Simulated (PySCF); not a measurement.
A structure optimised at PBE-D3(BJ)/def2-TZVP, used in a PySCF frequency run:

```
C
H 1 1.1068
H 1 1.1068 2 104.90
C 1 1.5415 2 110.01 3 118.28
H 4 1.1002 1 111.71 2 -177.69
H 4 1.1002 5 106.91 1 122.49
H 4 1.1015 5 107.12 6 114.56
Be 1 1.7008 2 107.43 3 -114.11
```
Charge 0, spin multiplicity 2.

Write its SMILES, formula and point group.

[Be][CH2]C, C₂H₅Be, Cs

What are its rotational constants (standard atomic weights)?

37.715, 10.139, 8.8675 GHz
